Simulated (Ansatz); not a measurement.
Geometry optimisation, RHF/6-31G* (Ansatz).

The input (input.yaml):

```yaml
crystal:
  periodic: [false, false, false]
  atoms:
    - { symbol: B, position_ang: [0.04527, 0.547994, -0.231093] }
    - { symbol: Cl, position_ang: [-0.212726, -0.493651, 2.65215] }
    - { symbol: O, position_ang: [1.21403, -0.127906, -0.387943] }
    - { symbol: H, position_ang: [1.139038, -1.037108, -0.633005] }
    - { symbol: O, position_ang: [-1.193221, 0.074685, -0.530639] }
    - { symbol: H, position_ang: [-1.242388, -0.839237, -0.7643] }
    - { symbol: "N", position_ang: [0.128384, 1.920334, 0.331573] }
    - { symbol: H, position_ang: [1.006244, 2.391722, 0.291597] }
    - { symbol: H, position_ang: [-0.647116, 2.532484, 0.197295] }
    - { symbol: H, position_ang: [-0.091414, 0.759883, 2.252364] }
basis:
  gaussian: { orbitals: "6-31G*" }
hamiltonian:
  xc: hf
relax:
  f_tol: 0.03
  max_steps: 50
```

Launched with:

```bash
$ ansatz run input.yaml --threads 1 --pin off --max-ram 2048MiB --backend cpu --events-out ev --progress --plain --runs-dir out
```

Problem. Where does it end, and by what steps?

Solution. The run converged. After 12 steps the energy has fallen by 0.279 eV; Cl2 moved furthest, 1.36 Å.

```json
{"step": "0", "energy less start (eV)": "0.0000", "largest force component (eV/Å)": "1.913", "accepted": "yes"}
{"step": "1", "energy less start (eV)": "-0.1276", "largest force component (eV/Å)": "1.100", "accepted": "yes"}
{"step": "2", "energy less start (eV)": "-0.1714", "largest force component (eV/Å)": "0.819", "accepted": "yes"}
{"step": "3", "energy less start (eV)": "-0.1844", "largest force component (eV/Å)": "1.052", "accepted": "yes"}
{"step": "4", "energy less start (eV)": "-0.2347", "largest force component (eV/Å)": "0.528", "accepted": "yes"}
{"step": "5", "energy less start (eV)": "-0.2593", "largest force component (eV/Å)": "0.102", "accepted": "yes"}
{"step": "6", "energy less start (eV)": "-0.2692", "largest force component (eV/Å)": "0.266", "accepted": "yes"}
{"step": "7", "energy less start (eV)": "-0.2732", "largest force component (eV/Å)": "0.258", "accepted": "yes"}
{"step": "8", "energy less start (eV)": "-0.2773", "largest force component (eV/Å)": "0.139", "accepted": "yes"}
{"step": "9", "energy less start (eV)": "-0.2783", "largest force component (eV/Å)": "0.073", "accepted": "yes"}
{"step": "10", "energy less start (eV)": "-0.2787", "largest force component (eV/Å)": "0.055", "accepted": "yes"}
{"step": "11", "energy less start (eV)": "-0.2789", "largest force component (eV/Å)": "0.035", "accepted": "yes"}
{"step": "12", "energy less start (eV)": "-0.2789", "largest force component (eV/Å)": "0.004", "accepted": "yes"}
```

```xyz
10
Properties=species:S:1:pos:R:3
B 0.046 0.449 -0.385
Cl -0.195 0.435 3.642
O 1.226 -0.165 -0.686
H 1.170 -0.948 -1.211
O -1.177 0.036 -0.826
H -1.192 -0.750 -1.349
N 0.091 1.582 0.481
H 0.959 2.060 0.591
H -0.693 2.199 0.494
H -0.089 0.829 2.427
```

Whether the end is a true minimum wasn't checked by a vibrational analysis.

Run time: 29 s on 1 thread of Arm Neoverse V1, with other jobs on the host, peak memory 0.15 GiB.
